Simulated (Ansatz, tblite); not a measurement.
Removing and adding an electron: Ge(vinyl)Cl3 (C₂H₃Cl₃Ge). Total charge 0; singlet. Geometry: PBE0-D4/def2-SVP. Ansatz, gas phase; energy differences of separate SCF runs; the oxidised species was run as a doublet alone; the reduced species was run as a doublet alone.

```xyz
9

Ge   -0.7318   -0.9242   -0.3236
C     0.7957    0.2237   -0.1707
C     0.7719    1.3273    0.5784
H     1.6908   -0.0698   -0.7301
H    -0.1197    1.6252    1.1399
H     1.6493    1.9777    0.6581
Cl   -2.3416   -0.1870    0.8874
Cl   -0.2863   -2.9230    0.3071
Cl   -1.4282   -1.0499   -2.3464
```

The xTB rows come from tblite. Correlated methods freeze 26 core orbitals; core or outer-core shells of Ge are correlated, in sets that lack core-valence functions. The rows differ in basis, and correlated rows in double-zeta sets carry the largest basis error. In CCSD on the charge 1 doublet the largest single amplitude is 0.15, so its Hartree–Fock determinant may place the open shell otherwise than the density functionals do.

| level | −HOMO (eV) | vertical IE (eV) | −LUMO (eV) | vertical EA (eV) | HOMO–LUMO gap (eV) | IE − EA (eV) | remarks |
| --- | --- | --- | --- | --- | --- | --- | --- |
| PBE0-D4/def2-TZVP | 8.87 | 10.74 | 1.39 | – | 7.47 | – | – |
| PBE0-D4/def2-TZVPD | 8.89 | – | 1.45 | -0.11 | 7.44 | – | HOMO above zero (-1 doublet) |
| B2PLYP/def2-TZVP | – | 10.97 | – | – | – | – | – |
| B2PLYP/def2-TZVPD | – | – | – | -0.23 | – | – | – |
| CCSD(T)/def2-SVP | – | 10.92 | – | – | – | – | – |

Estimate the rows for GFN1-xTB, GFN2-xTB, HF/def2-SVP, MP2/def2-SVP, CCSD/def2-SVP.


```json
{"level": "GFN1-xTB", "−HOMO (eV)": "12.26", "vertical IE (eV)": "14.60", "−LUMO (eV)": "7.43", "vertical EA (eV)": "4.32", "HOMO–LUMO gap (eV)": "4.83", "IE − EA (eV)": "10.29"}
{"level": "GFN2-xTB", "−HOMO (eV)": "11.82", "vertical IE (eV)": "14.22", "−LUMO (eV)": "7.36", "vertical EA (eV)": "4.28", "HOMO–LUMO gap (eV)": "4.46", "IE − EA (eV)": "9.94"}
{"level": "HF/def2-SVP", "−HOMO (eV)": "–", "vertical IE (eV)": "9.76", "−LUMO (eV)": "–", "vertical EA (eV)": "–", "HOMO–LUMO gap (eV)": "–", "IE − EA (eV)": "–"}
{"level": "MP2/def2-SVP", "−HOMO (eV)": "–", "vertical IE (eV)": "11.09", "−LUMO (eV)": "–", "vertical EA (eV)": "–", "HOMO–LUMO gap (eV)": "–", "IE − EA (eV)": "–"}
{"level": "CCSD/def2-SVP", "−HOMO (eV)": "–", "vertical IE (eV)": "10.87", "−LUMO (eV)": "–", "vertical EA (eV)": "–", "HOMO–LUMO gap (eV)": "–", "IE − EA (eV)": "–"}
```

Run but left out: PBE-D4/def2-TZVP (charge +1 doublet: an occupied level 0.00 eV above an empty one); PBE-D4/def2-TZVPD (charge -1 doublet: an occupied level 0.02 eV above an empty one).   A HOMO above zero means that the electron is unbound at that level or that self-interaction error raises the level; the energy of removing that electron tells which. Raw xTB energy differences between charge states are shifted by several eV; the methods need an empirical correction for them. A negative affinity means that the extra electron isn't bound; its size then hangs on the basis.
